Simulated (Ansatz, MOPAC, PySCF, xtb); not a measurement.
Torsion C1–O2–Si3–C4 in C2H6OSi (SMILES CO[Si]C); at each angle all else is relaxed with GFN2-xTB, and the levels are single points there.
Geometry at 180° (charge 0, multiplicity 1):
```xyz
10

C      1.839    -0.267    -0.051
O      0.598     0.347    -0.077
Si    -0.261     1.017     1.162
C     -1.751     1.551     0.089
H      2.619     0.437     0.257
H      2.066    -0.629    -1.056
H      1.847    -1.114     0.642
H     -1.618     1.320    -0.968
H     -1.924     2.622     0.184
H     -2.661     1.059     0.430
```

On the grid 0° to 330°, 270° is the highest and 180° the lowest point at MP2/CBS(cc-pV(T+d)Z, cc-pV(Q+d)Z) + ΔCCSD(T)/cc-pV(D+d)Z.

Rows in 3-21G, 6-31G*, STO-3G carry no dispersion term and start afresh at each structure (6-31G* with six Cartesian d functions). The state that PM6 reach isn't checked.

Programs: Ansatz (Gaussian orbitals); MOPAC for PM6 (differences of heats of formation); PySCF for 3-21G rows, 6-31G* rows, STO-3G rows, the dispersion terms; xtb for the GFN methods. Values without a source in brackets are computed.

| level | energy at 270° less that at 180° (meV) |
|---|---|
| GFN-FF | 133.4 |
| PM6 | -250.0 |
| GFN1-xTB | -83.3 |
| HF/STO-3G | 561.6 |
| HF/3-21G | 211.1 |
| HF/6-31G* | 290.0 |
| SVWN5/def2-TZVPP | 335.1 |
| r2SCAN-D3(BJ)/def2-TZVPP | 319.8 |
| wB97M-V/def2-TZVPP | (withheld) |

Question: Fill in the missing entries.

Answer: 
- wB97M-V/def2-TZVPP, energy at 270° less that at 180° (meV): 305.6

Ansatz is a program for electronic structure.
